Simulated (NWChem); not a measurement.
Molecule: TiHOF3; SMILES [OH][Ti]([F])([F])[F]

```xyz
6

Ti    -0.0001     0.0168    -0.0110
F      1.3975    -0.7152    -0.7358
F     -0.0021     1.7262    -0.3128
F     -1.4093    -0.7146    -0.7137
O      0.0133    -0.2634     1.7121
H      0.0201    -0.9300     2.4049
```
Atoms are numbered in this order, from 1.

All runs: NWChem. Pople sets run with spherical d functions. All runs use the structure optimised with PBE0/def2-SVP. B3LYP is NWChem's, with the RPA form of VWN correlation.

**Question.** Estimate the computed values for B3LYP/6-31G*. Quantities: highest occupied level (eV); orbital gap (eV); dipole (D).

**Answer.** 
| Quantity | Result |
|---|---|
| highest occupied level (eV) | -9.79 |
| orbital gap (eV) | 7.54 |
| dipole (D) | 2.49 |
